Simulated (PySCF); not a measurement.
# Calculated NMR parameters of C#Cc1ncc(C=C)nn1

| Quantity | Value |
| --- | --- |
| Formula | C7H5N3 |
| SMILES | C#Cc1ncc(C=C)nn1 |
| InChI | InChI=1S/C7H5N3/c1-3-6-5-8-7(4-2)10-9-6/h2-3,5H,1H2 |
| Point group of the computed structure | Cs |
| Degrees of unsaturation | 7 |
| Carbon signals | 7 |
| Proton signals | 5 |

Molfile (atoms numbered from 1):
```
C7H5N3
     RDKit          3D

 15 15  0  0  0  0  0  0  0  0999 V2000
    4.1979    1.1156    0.1359 C   0  0  0  0  0  0  0  0  0  0  0  0
    3.0497    0.7648    0.1308 C   0  0  0  0  0  0  0  0  0  0  0  0
    1.6957    0.3501    0.1255 C   0  0  0  0  0  0  0  0  0  0  0  0
    1.4419   -0.9619   -0.0053 N   0  0  0  0  0  0  0  0  0  0  0  0
    0.1748   -1.2981   -0.0056 C   0  0  0  0  0  0  0  0  0  0  0  0
   -0.8368   -0.3268    0.1245 C   0  0  0  0  0  0  0  0  0  0  0  0
   -2.2466   -0.6744    0.1273 C   0  0  0  0  0  0  0  0  0  0  0  0
   -3.2141    0.2275    0.2477 C   0  0  0  0  0  0  0  0  0  0  0  0
   -0.4843    0.9553    0.2505 N   0  0  0  0  0  0  0  0  0  0  0  0
    0.7616    1.2915    0.2506 N   0  0  0  0  0  0  0  0  0  0  0  0
    5.2010    1.4248    0.1409 H   0  0  0  0  0  0  0  0  0  0  0  0
   -0.0515   -2.3526   -0.1088 H   0  0  0  0  0  0  0  0  0  0  0  0
   -2.4650   -1.7293    0.0245 H   0  0  0  0  0  0  0  0  0  0  0  0
   -2.9753    1.2724    0.3482 H   0  0  0  0  0  0  0  0  0  0  0  0
   -4.2535   -0.0509    0.2488 H   0  0  0  0  0  0  0  0  0  0  0  0
  1  2  3  0
  2  3  1  0
  3  4  2  0
  4  5  1  0
  5  6  2  0
  6  7  1  0
  7  8  2  0
  6  9  1  0
  9 10  2  0
 10  3  1  0
  1 11  1  0
  5 12  1  0
  7 13  1  0
  8 14  1  0
  8 15  1  0
M  END
```

Computational details: GIAO PBE0/pcSseg-1 shieldings, GFN2-xTB geometry, in PySCF 2.14 (non-relativistic Hamiltonian, isolated molecule, one conformer).

Referencing at the same level of theory: TMS for 1H (σref 31.72) and 13C (σref 186.93); 15N (σref 267.73) vs NH3.

```tsv
carbon	δC, type	δH (multiplicity)	HMBC from (2–3 bonds)	span of the C tensor (ppm)
C1	91.0, CH	3.06 (s)	–	178
C2	86.5, C	–	H11	286
C3	156.5, C	–	H12, H11	210
C5	151.4, CH	8.33 (s)	H13	208
C6	157.8, C	–	H12, H14, H13, H15	254
C7	136.5, CH	6.90 (m)	H12, H14, H15	212
C8	134.3, CH2	H14 8.09 (m); H15 6.26 (m)	H13	243
```

Other nuclei:
```csv
atoms,nucleus,environment,δ (ppm),σ (ppm)
N9,15N,pyridine-type ring nitrogen,477.4,-209.7
N10,15N,pyridine-type ring nitrogen,453.9,-186.1
N4,15N,pyridine-type ring nitrogen,341.0,-73.2
```

Carbon types of the structure: 3 × C, 3 × CH, 1 × CH2, which accounts for all hydrogens. δC 151.4: aromatic CH next to a ring nitrogen; the adjacent pyridine-type nitrogen withdraws density from it. δC 136.5: alkene CH; as expected for a trigonal carbon in a double bond. δC 134.3: terminal =CH2 carbon; as expected for a trigonal carbon in a double bond. δC 91.0: terminal alkyne carbon; the triple bond shields along its axis, which puts it between sp3 and sp2 carbons. δC 86.5: alkyne carbon; the triple bond shields along its axis, which puts it between sp3 and sp2 carbons.

Shifts are as computed. Against solution values, carbons near 30 ppm lie about +3 ppm off and those near 130 ppm about +5 ppm. Of 1211 compounds with measured shifts, 218 miss one by over three times the rms of a fit or turn the order of signals round; such compounds aren't used in these exercises. Experimental scales use liquid or dissolved standards, which lie at an offset from isolated NH3 (liquid NH3: subtract about 20 ppm). Unscaled 15N shifts of sp2 nitrogen come out 20 to 40 ppm too high even then. No couplings were computed; multiplicities are counted from neighbouring protons, with m where these are inequivalent, close in shift, in a saturated or five-membered ring or joined by F or P, and br s for small geminal =CH2 splittings.
